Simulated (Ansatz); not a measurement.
Ansatz (a first-principles code) input (CCSD(T)/def2-TZVPPD):
A basis named .json is the Basis Set Exchange file of that set.

Ansatz 0.2 input:
```yaml
crystal:
  periodic: [false, false, false]
  atoms:
    - {symbol: Cu, position_ang: [0.00000000, 0.00000000, 0.00000000]}
    - {symbol: Cl, position_ang: [0.00000000, 0.00000000, 2.15891506]}
    - {symbol: Cl, position_ang: [-0.00000000, -0.00000000, -2.15891506]}
basis:
  gaussian:
    orbitals: def2-TZVPPD.json
total_charge: -1
magnetization: {spin_polarized: true, initial_magnetization: 2}
correlation: {method: ccsd_t, electrons: outside_noble_gas}
```

Output:

```
Functional definition: HF
integrals: 0.81 GiB planned
1060 factors; integrals over basis functions are off by at most 1.2e-3 eV
mean field: 0.82 GiB planned
mean field evaluation 1: about -69602.3645 eV, gradient 4.5e1 eV
mean field evaluation 2: about -69602.3838 eV, gradient 4.5e1 eV
mean field evaluation 4: about -69607.3464 eV, gradient 7.7e0 eV
mean field evaluation 8: about -69608.4068 eV, gradient 3.0e-1 eV
mean field evaluation 16: about -69608.4092 eV, gradient 1.3e-6 eV
mean field evaluation 32: about -69608.7143 eV, gradient 2.4e-6 eV
mean field evaluation 64: about -69608.4092 eV, gradient 2.2e-4 eV
mean field evaluation 96: about -69608.5838 eV, gradient 4.0e-1 eV
mean field evaluation 128: about -69608.4110 eV, gradient 5.5e0 eV
mean field evaluation 160: about -69607.7108 eV, gradient 9.9e-1 eV
mean field evaluation 192: about -69607.2614 eV, gradient 3.6e-4 eV
mean field evaluation 224: about -69606.0888 eV, gradient 4.1e-3 eV
mean field evaluation 256: about -69608.1459 eV, gradient 2.3e-1 eV
mean field evaluation 288: about -69600.9281 eV, gradient 6.3e1 eV
mean field evaluation 320: about -69607.7392 eV, gradient 9.4e-2 eV
mean field evaluation 352: about -69601.5377 eV, gradient 6.1e1 eV
mean field evaluation 384: about -69603.8890 eV, gradient 2.1e-2 eV
mean field evaluation 416: about -69607.4893 eV, gradient 1.3e-2 eV
mean field evaluation 448: about -69607.3865 eV, gradient 5.4e-2 eV
mean field evaluation 480: about -69603.2069 eV, gradient 2.4e-1 eV
mean field evaluation 512: about -69603.1657 eV, gradient 2.8e-1 eV
mean field evaluation 544: about -69603.0740 eV, gradient 3.9e-1 eV
mean field evaluation 576: about -69602.7860 eV, gradient 2.7e0 eV
mean field evaluation 608: about -69602.1765 eV, gradient 5.7e-3 eV
mean field evaluation 640: about -69608.3899 eV, gradient 1.5e-1 eV
mean field evaluation 672: about -69607.0145 eV, gradient 4.3e-1 eV
mean field evaluation 704: about -69605.8554 eV, gradient 1.2e0 eV
mean field evaluation 736: about -69608.7075 eV, gradient 1.4e-1 eV
mean field evaluation 768: about -69607.2536 eV, gradient 2.5e-1 eV
mean field evaluation 800: about -69606.0879 eV, gradient 7.1e-2 eV
mean field evaluation 832: about -69608.1272 eV, gradient 1.5e-1 eV
a density is far from that of the atoms, so the factors are made again for it
1088 factors; integrals over basis functions are off by at most 1.2e-3 eV
mean field: 0.82 GiB planned
mean field evaluation 864: about -69608.3970 eV, gradient 6.9e-1 eV
mean field evaluation 896: about -69600.9026 eV, gradient 6.1e1 eV
mean field evaluation 928: about -69607.8580 eV, gradient 8.0e-1 eV
mean field evaluation 960: about -69608.7101 eV, gradient 1.3e-1 eV
mean field evaluation 992: about -69608.1294 eV, gradient 8.1e-1 eV
mean field evaluation 1024: about -69607.7416 eV, gradient 7.4e-3 eV
mean field evaluation 1056: about -69606.5417 eV, gradient 1.4e-3 eV
mean field evaluation 1088: about -69608.1479 eV, gradient 1.3e-2 eV
mean field evaluation 1120: about -69608.7142 eV, gradient 3.7e-2 eV
mean field evaluation 1152: about -69607.2614 eV, gradient 3.6e-4 eV
mean field evaluation 1184: about -69607.7341 eV, gradient 1.5e-1 eV
mean field evaluation 1216: about -69603.8890 eV, gradient 5.4e-3 eV
mean field evaluation 1248: about -69608.4092 eV, gradient 1.2e-3 eV
mean field evaluation 1280: about -69607.4893 eV, gradient 5.8e-3 eV
mean field evaluation 1312: about -69607.3865 eV, gradient 5.4e-2 eV
mean field evaluation 1344: about -69603.2010 eV, gradient 1.9e-2 eV
mean field evaluation 1376: about -69603.1711 eV, gradient 4.1e-2 eV
mean field evaluation 1408: about -69603.0435 eV, gradient 2.3e-1 eV
mean field evaluation 1440: about -69602.2849 eV, gradient 4.6e0 eV
mean field evaluation 1472: about -69601.7559 eV, gradient 1.3e1 eV
mean field evaluation 1504: about -69607.3969 eV, gradient 3.0e-1 eV
mean field evaluation 1536: about -69606.2779 eV, gradient 2.0e-1 eV
mean field evaluation 1568: about -69605.8357 eV, gradient 7.7e-3 eV
mean field evaluation 1600: about -69607.7023 eV, gradient 4.0e-1 eV
mean field evaluation 1632: about -69606.4991 eV, gradient 2.2e0 eV
mean field evaluation 1664: about -69606.0883 eV, gradient 7.7e-2 eV
mean field evaluation 1696: about -69605.8471 eV, gradient 6.2e-4 eV
mean field -69608.71431709 eV, -2558.0730686719 hartree, gradient 1.7e-6 eV, S^2 2.007693; 24 other end points of the search recorded, 0 dependent functions left out
determinant -69608.71431709 eV, -2558.0730686719 hartree, with singles and doubles -69630.68415140 eV, -2558.8804451912 hartree
determinant -69608.40917023 eV, -2558.0618547315 hartree, with singles and doubles -69630.39493093 eV, -2558.8698165348 hartree
determinant -69608.14784328 eV, -2558.0522511432 hartree, with singles and doubles -69630.02896897 eV, -2558.8563676810 hartree
determinant -69607.74160924 eV, -2558.0373223176 hartree, with singles and doubles -69629.54520602 eV, -2558.8385897204 hartree
determinant -69607.48931131 eV, -2558.0280505396 hartree, with singles and doubles -69629.29603763 eV, -2558.8294329509 hartree
determinant -69607.38667041 eV, -2558.0242785563 hartree, with singles and doubles -69629.18326159 eV, -2558.8252885077 hartree
determinant -69607.26143088 eV, -2558.0196760885 hartree, with singles and doubles -69628.99097720 eV, -2558.8182221868 hartree
determinant -69607.01725761 eV, -2558.0107028864 hartree, with singles and doubles -69628.80569686 eV, -2558.8114132601 hartree
determinant -69606.54174762 eV, -2557.9932282166 hartree, with singles and doubles -69628.35212635 eV, -2558.7947448513 hartree
determinant -69606.27840466 eV, -2557.9835505412 hartree, with singles and doubles -69628.13065280 eV, -2558.7866058482 hartree
determinant -69606.08884837 eV, -2557.9765844762 hartree, with singles and doubles -69627.72683241 eV, -2558.7717657228 hartree
determinant -69605.84710552 eV, -2557.9677005901 hartree, with singles and doubles -69627.58008322 eV, -2558.7663727896 hartree
determinant -69605.83569726 eV, -2557.9672813442 hartree, with singles and doubles -69627.55067917 eV, -2558.7652922106 hartree
determinant -69608.71431709 eV, -2558.0730686719 hartree, with singles and doubles -69630.58734276 eV, -2558.8768875391 hartree
determinant -69608.40917023 eV, -2558.0618547315 hartree, with singles and doubles -69630.33321136 eV, -2558.8675483824 hartree
19 core orbitals not correlated
reference -69608.71431709 eV, -2558.0730686719 hartree; 14, 12 occupied and 136, 138 virtual orbitals, 1088 factors
second order -21.70070996 eV of doubles, -0.00000000 eV of singles
coupled cluster: 1.77 GiB planned
cycle   1  -21.87301938 eV  change    6.3e-6 eV  update   3.8e-6
perturbative correction -0.87897830 eV, -0.0323018566 hartree
Total energy: -69631.46631477 eV, -2558.9091891646 hartree
```

This state (charge -1, triplet) is run at the relaxed geometry of the species with charge -1 and multiplicity 1, and is a spin state other than that species' own.
